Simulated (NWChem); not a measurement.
Everything below was run with NWChem. System: H2INSi, charge 0, spin multiplicity 1, at a geometry optimised with PBE/def2-SVP with def2 effective core potentials on I. The structure started from a generated list of species. Level: RHF/def2-SVP with def2 effective core potentials on I.

The NWChem input:

```
start mol
memory heap 200 mb stack 800 mb global 1000 mb
geometry units angstroms nocenter noautoz
  Si     1.163458     1.310555     0.000000
  I     -0.746737    -0.365913     0.000000
  N      2.485585     0.191904     0.000000
  H      2.436917    -0.833029     0.000000
  H      3.452642     0.535337     0.000000
  symmetry group Cs
end
basis spherical
  * library def2-svp
end
ecp
  I library def2-ecp
end
scf
  rhf
  nopen 0
  maxiter 100
  thresh 1e-7
  semidirect memsize 60000000 filesize 0
end
task scf energy
```

Part of the output:

```
             Northwest Computational Chemistry Package (NWChem) 7.3.0
             --------------------------------------------------------

                                NWChem Input Module
                                -------------------

 Scaling coordinates for geometry "geometry" by  1.889725989
 (inverse scale =  0.529177249)

 Turning off AUTOSYM since
 SYMMETRY directive was detected!

                             Geometry "geometry" -> ""
                             -------------------------

 Output coordinates in angstroms (scale by  1.889725989 to convert to a.u.)

  No.       Tag          Charge          X              Y              Z
 ---- ---------------- ---------- -------------- -------------- --------------
    1 Si                  14.0000     1.16345800     1.31055500     0.00000000
    2 I                   53.0000    -0.74673700    -0.36591300     0.00000000
    3 N                    7.0000     2.48558500     0.19190400     0.00000000
    4 H                    1.0000     2.43691700    -0.83302900     0.00000000
    5 H                    1.0000     3.45264200     0.53533700     0.00000000

 Effective nuclear repulsion energy (a.u.)     273.1034299994

            Nuclear Dipole moment (a.u.)
            ----------------------------
        X                 Y               Z
 ---------------- ---------------- ----------------
     0.0000094486     0.0000321253     0.0000000000

      Symmetry information
      --------------------

 Group name             Cs
 Group number              2
 Group order               2
 No. of unique centers     5

      Symmetry unique atoms

     1    2    3    4    5


 Summary of "ao basis" -> "" (spherical)
 ------------------------------------------------------------------------------
       Tag                 Description            Shells   Functions and Types
 ---------------- ------------------------------  ------  ---------------------
 *                          def2-svp                  on all atoms

 Summary of "ao basis" -> "ao basis" (spherical)
 ------------------------------------------------------------------------------
[...]
  ----- ------------  ---------------      ----- ------------  ---------------
    30      0.433230  2 I  py                33      0.429893  2 I  py
     3     -0.350439  1 Si s                  4     -0.348086  1 Si s
    12     -0.258170  1 Si py                 9     -0.236738  1 Si py
     2     -0.204418  1 Si s                 27     -0.177611  2 I  py

 Vector   25  Occ=0.000000D+00  E= 4.748821D-02  Symmetry=a"
              MO Center=  1.1D+00,  1.2D+00,  2.0D-15, r^2= 3.4D+00
   Bfn.  Coefficient  Atom+Function         Bfn.  Coefficient  Atom+Function
  ----- ------------  ---------------      ----- ------------  ---------------
    13      0.843212  1 Si pz                53     -0.324152  3 N  pz
    10      0.296369  1 Si pz                34     -0.229258  2 I  pz
    50      0.207209  3 N  pz                 7     -0.178734  1 Si pz

 Vector   26  Occ=0.000000D+00  E= 1.032183D-01  Symmetry=a'
              MO Center=  8.6D-01,  9.1D-01, -6.5D-15, r^2= 5.2D+00
   Bfn.  Coefficient  Atom+Function         Bfn.  Coefficient  Atom+Function
  ----- ------------  ---------------      ----- ------------  ---------------
    11      0.984065  1 Si px                33      0.558997  2 I  py
    22      0.508097  2 I  s                 32      0.508974  2 I  px
    12      0.490908  1 Si py                47     -0.471236  3 N  s
    60      0.330661  4 H  s                  3     -0.273798  1 Si s
     8      0.241343  1 Si px                 4     -0.192671  1 Si s

 Vector   27  Occ=0.000000D+00  E= 1.570756D-01  Symmetry=a'
              MO Center=  2.2D+00,  4.2D-01,  9.9D-16, r^2= 5.9D+00
   Bfn.  Coefficient  Atom+Function         Bfn.  Coefficient  Atom+Function
  ----- ------------  ---------------      ----- ------------  ---------------
    47      1.556638  3 N  s                 65     -0.973226  5 H  s
    12      0.782860  1 Si py                 4     -0.664784  1 Si s
    60     -0.486074  4 H  s                 32      0.453971  2 I  px
    22      0.279057  2 I  s                 11     -0.216373  1 Si px
    33      0.172011  2 I  py                 9      0.156776  1 Si py

 center of mass
 --------------
 x =  -0.23740743 y =  -0.08162806 z =   0.00000000

 moments of inertia (a.u.)
 ------------------
         236.504118018504        -296.047528739876           0.000000000000
        -296.047528739876         751.519290840018           0.000000000000
           0.000000000000           0.000000000000         988.023408858523

  Mulliken analysis of the total density
  --------------------------------------

    Atom       Charge   Shell Charges
 -----------   ------   -------------------------------------------------------
    1 Si  14    13.45   2.00  1.99  1.23  0.52  5.94  0.84  0.74  0.18
    2 I   25    25.38   1.83  0.22  1.19  0.73  2.93  3.13  2.58  2.75  9.82  0.21
    3 N    7     7.54   1.99  0.95  0.51  2.38  1.70  0.01
    4 H    1     0.82   0.68  0.09  0.05
    5 H    1     0.83   0.69  0.09  0.05

       Multipole analysis of the density wrt the origin
       ------------------------------------------------

     L   x y z        total         open         nuclear
     -   - - -        -----         ----         -------
     0   0 0 0     -0.000000      0.000000     48.000000

     1   1 0 0      1.355483      0.000000     39.511602
     1   0 1 0      0.074008      0.000000     19.361341
     1   0 0 1     -0.000000      0.000000      0.000000

     2   2 0 0    -28.734268      0.000000    335.671181
     2   1 1 0      0.276947      0.000000    111.899799
     2   1 0 1     -0.000000      0.000000      0.000000
     2   0 2 0    -35.740584      0.000000    102.244509
     2   0 1 1     -0.000000      0.000000      0.000000
     2   0 0 2    -35.009021      0.000000      0.000000

 Task  times  cpu:        1.7s     wall:        1.7s

 Total times  cpu:        1.7s     wall:        1.7s
```
